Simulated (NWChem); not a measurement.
Everything below was run with NWChem. System: H5FInN, charge 0, spin multiplicity 1, at a geometry optimised with B3LYP/def2-SVP with def2 effective core potentials on In. The structure started from a generated list of species. Level: G0W0@PBE/def2-SVP with def2 effective core potentials on In, RI basis def2-svp-rifit, no spin-orbit coupling.

Output (cleaned and shortened):

```
             Northwest Computational Chemistry Package (NWChem) 7.3.0
             --------------------------------------------------------

                                NWChem Input Module
                                -------------------

 Scaling coordinates for geometry "geometry" by  1.889725989
 (inverse scale =  0.529177249)

 Turning off AUTOSYM since
 SYMMETRY directive was detected!

                             Geometry "geometry" -> ""
                             -------------------------

 Output coordinates in angstroms (scale by  1.889725989 to convert to a.u.)

  No.       Tag          Charge          X              Y              Z
 ---- ---------------- ---------- -------------- -------------- --------------
    1 In                  49.0000     0.46127100     0.10313700     0.00000000
    2 H                    1.0000     1.02171500     0.47664700     1.59327600
    3 H                    1.0000     1.02171500     0.47664700    -1.59327600
    4 F                    9.0000    -0.61624900    -1.61174700     0.00000000
    5 N                    7.0000    -1.80414200     0.85605600     0.00000000
    6 H                    1.0000    -2.18252400     1.31713200    -0.82845800
    7 H                    1.0000    -2.18252400     1.31713200     0.82845800
    8 H                    1.0000    -2.10540700    -0.12792000     0.00000000

 Effective nuclear repulsion energy (a.u.)     283.8531859670

            Nuclear Dipole moment (a.u.)
            ----------------------------
        X                 Y               Z
 ---------------- ---------------- ----------------
     0.0000359048     0.0000377945     0.0000000000

      Symmetry information
      --------------------

 Group name             Cs
 Group number              2
 Group order               2
 No. of unique centers     6

      Symmetry unique atoms

     1    2    4    5    6    8


 Summary of "ao basis" -> "" (spherical)
 ------------------------------------------------------------------------------
       Tag                 Description            Shells   Functions and Types
 ---------------- ------------------------------  ------  ---------------------
 *                          def2-svp                  on all atoms

 Summary of "ri basis" -> "" (spherical)
 ------------------------------------------------------------------------------
       Tag                 Description            Shells   Functions and Types
 ---------------- ------------------------------  ------  ---------------------
 *                       def2-svp-rifit               on all atoms

  pbe96 is a nonlocal functional; adding pw91lda local functional.

                                 NWChem DFT Module
                                 -----------------

 Summary of "ao basis" -> "ao basis" (spherical)
 ------------------------------------------------------------------------------
       Tag                 Description            Shells   Functions and Types
 ---------------- ------------------------------  ------  ---------------------
 In                         def2-svp                10       26   4s4p2d
 H                          def2-svp                 3        5   2s1p
 F                          def2-svp                 6       14   3s2p1d
 N                          def2-svp                 6       14   3s2p1d

 Summary of "ao basis" -> "ao basis" (spherical)
 ------------------------------------------------------------------------------
       Tag                 Description            Shells   Functions and Types
 ---------------- ------------------------------  ------  ---------------------
 In                         def2-svp                10       26   4s4p2d
 H                          def2-svp                 3        5   2s1p
 F                          def2-svp                 6       14   3s2p1d
 N                          def2-svp                 6       14   3s2p1d

      Symmetry analysis of basis
      --------------------------

        a'         52
        a"         27

            General Information
            -------------------
          SCF calculation type: DFT
          Wavefunction type:  closed shell.
          No. of atoms     :     8
[...]
    41      0.448332  4 F  py                44     -0.307078  4 F  py
    40      0.296386  4 F  px                12      0.217415  1 In py
    43     -0.199743  4 F  px                11      0.177869  1 In px
    19     -0.151151  1 In d  0              27      0.151718  2 H  s
    32      0.151718  3 H  s                  4      0.123813  1 In s

 Vector   20  Occ=2.000000D+00  E=-2.459916D-01  Symmetry=a'
              MO Center= -6.7D-01, -1.4D+00, -1.7D-14, r^2= 1.2D+00
   Bfn.  Coefficient  Atom+Function         Bfn.  Coefficient  Atom+Function
  ----- ------------  ---------------      ----- ------------  ---------------
    40      0.491645  4 F  px                41     -0.385417  4 F  py
    43     -0.348190  4 F  px                44      0.273938  4 F  py
    53     -0.207454  5 N  s                 76      0.158968  8 H  s
    54      0.124832  5 N  px                57     -0.089049  5 N  px
    52     -0.082970  5 N  s                  3      0.081945  1 In s

 Vector   21  Occ=2.000000D+00  E=-2.268455D-01  Symmetry=a"
              MO Center=  4.8D-02, -7.3D-01,  2.2D-14, r^2= 3.2D+00
   Bfn.  Coefficient  Atom+Function         Bfn.  Coefficient  Atom+Function
  ----- ------------  ---------------      ----- ------------  ---------------
    42      0.508784  4 F  pz                45     -0.369375  4 F  pz
    28      0.237023  2 H  s                 33     -0.237023  3 H  s
    27      0.217609  2 H  s                 32     -0.217609  3 H  s
    13      0.150920  1 In pz                18     -0.117292  1 In d -1
    20      0.116889  1 In d  1              10     -0.062827  1 In pz

 Vector   22  Occ=0.000000D+00  E=-2.995649D-02  Symmetry=a'
              MO Center=  6.4D-03,  4.6D-01,  1.3D-13, r^2= 6.4D+00
   Bfn.  Coefficient  Atom+Function         Bfn.  Coefficient  Atom+Function
  ----- ------------  ---------------      ----- ------------  ---------------
    53      0.677170  5 N  s                 14      0.495752  1 In px
    15     -0.474622  1 In py                66     -0.307374  6 H  s
    71     -0.307374  7 H  s                 12     -0.289593  1 In py
    11      0.248657  1 In px                52      0.204744  5 N  s
    40      0.138433  4 F  px                 4     -0.126886  1 In s

 Vector   23  Occ=0.000000D+00  E=-1.003860D-02  Symmetry=a'
              MO Center= -2.0D-01,  3.0D-02,  7.0D-14, r^2= 6.1D+00
   Bfn.  Coefficient  Atom+Function         Bfn.  Coefficient  Atom+Function
  ----- ------------  ---------------      ----- ------------  ---------------
    53      0.731854  5 N  s                  4     -0.569309  1 In s
     3     -0.523537  1 In s                 66     -0.427483  6 H  s
    71     -0.427483  7 H  s                 15      0.392053  1 In py
    28      0.391240  2 H  s                 33      0.391240  3 H  s
     1      0.269505  1 In s                 39      0.260633  4 F  s

 Vector   24  Occ=0.000000D+00  E= 1.261617D-02  Symmetry=a'
              MO Center=  8.3D-01,  7.2D-01, -2.4D-13, r^2= 5.0D+00
   Bfn.  Coefficient  Atom+Function         Bfn.  Coefficient  Atom+Function
  ----- ------------  ---------------      ----- ------------  ---------------
     4      0.781579  1 In s                 28     -0.737336  2 H  s
    33     -0.737336  3 H  s                 15      0.556369  1 In py
    14      0.523670  1 In px                 3      0.448334  1 In s
    12      0.252415  1 In py                53      0.221105  5 N  s
    66     -0.212616  6 H  s                 71     -0.212616  7 H  s

 center of mass
 --------------
 x =   0.14294201 y =  -0.04071952 z =   0.00000000

 moments of inertia (a.u.)
 ------------------
         254.392961346975           5.651600635946           0.000000000000
           5.651600635946         353.678840246542           0.000000000000
           0.000000000000           0.000000000000         561.646455891725

     Multipole analysis of the density
     ---------------------------------

     L   x y z        total         alpha         beta         nuclear
     -   - - -        -----         -----         ----         -------
     0   0 0 0      0.000000    -21.000000    -21.000000     42.000000

     1   1 0 0     -1.087909     11.659489     11.659489    -24.406886
     1   0 1 0      1.418003      3.437592      3.437592     -5.457181
     1   0 0 1     -0.000000     -0.000000     -0.000000      0.000000

     2   2 0 0    -21.256099    -94.044393    -94.044393    166.832687
     2   1 1 0     -4.801056      7.203775      7.203775    -19.208607
     2   1 0 1      0.000000      0.000000      0.000000      0.000000
     2   0 2 0    -29.007151    -72.842593    -72.842593    116.678036
     2   0 1 1     -0.000000     -0.000000     -0.000000      0.000000
     2   0 0 2    -28.337419    -25.684932    -25.684932     23.032444

 Task  times  cpu:        5.3s     wall:        5.3s

                                NWChem Input Module
                                -------------------

                                 NWChem GW Module
                                 ----------------

                             ***********************
                             ***        GW       ***
                             ***********************

 Summary of "ri basis" -> "ri basis" (spherical)
 ------------------------------------------------------------------------------
       Tag                 Description            Shells   Functions and Types
 ---------------- ------------------------------  ------  ---------------------
 In                      def2-svp-rifit             30      114   9s8p7d4f2g
 H                       def2-svp-rifit              6       14   3s2p1d
 F                       def2-svp-rifit             16       48   6s5p4d1f
 N                       def2-svp-rifit             16       48   6s5p4d1f

                 Memory Information
                 ------------------
          Available GA per process is          1700.0 MBs
          Available stack per process is        700.0 MBs
          Available heap per process is           0.0 MBs

          Peak memory in Initialization
              Peak GA per process is                  4.5 MBs
              Peak stack per process is               0.1 MBs
              Peak heap per process is                4.7 MBs
              Memory not in MA per process            0.0 MBs

          Peak memory in AFF Calculation
              Peak GA per process is                 17.7 MBs
              Peak stack per process is              11.3 MBs
              Peak heap per process is                0.0 MBs
              Memory not in MA per process           11.3 MBs

          Computing 2-center integrals
          Computing Inverse Cholesky factor
          Computing 3-center integrals
          Computing V_xc ...

          Computing Sigma_x
          Computing RPA polarizability
          Solving quasiparticle equations

                  Alpha Orbitals
          State     Energy (eV)     Error (eV)
          -----------------------------------
@GW        18        -10.246           0.002
@GW        19        -10.015           0.002
@GW        20         -9.625           0.002
@GW        21         -9.268           0.002
@GW        22          1.921           0.002
@GW        23          2.859           0.002

   Applying  -3.0955 eV scissor-shift to rest of particle states

   Applying   2.7365 eV scissor-shift to rest of hole states

     GW Timing Statistics
   ------------------------
   Init.   :          0.1s
     ERIs  :          0.4s
     Distr.:          0.0s
     Vxc   :          0.3s
   Sigma_x :          0.0s
   RPA     :          0.4s
   Wmn     :          0.0s
   Sigma_c :          0.0s
   GW total:          1.2s

 Task  times  cpu:        1.2s     wall:        1.2s

 Total times  cpu:        6.6s     wall:        6.6s
```

Task: Write an NWChem input that would produce this output.

Result: Several could match; the one computed here: 
```
start mol
memory heap 200 mb stack 700 mb global 1700 mb
geometry units angstroms nocenter noautoz
  In     0.461271     0.103137     0.000000
  H      1.021715     0.476647     1.593276
  H      1.021715     0.476647    -1.593276
  F     -0.616249    -1.611747     0.000000
  N     -1.804142     0.856056     0.000000
  H     -2.182524     1.317132    -0.828458
  H     -2.182524     1.317132     0.828458
  H     -2.105407    -0.127920     0.000000
  symmetry group Cs
end
basis spherical
  * library def2-svp
end
ecp
  In library def2-ecp
end
basis "ri basis" bse spherical
  * library def2-svp-rifit
end
dft
  xc xpbe96 cpbe96
  iterations 100
  direct
  tolerances tight
end
task dft energy
gw
  states alpha occ 4 vir 2
end
task dft gw
```
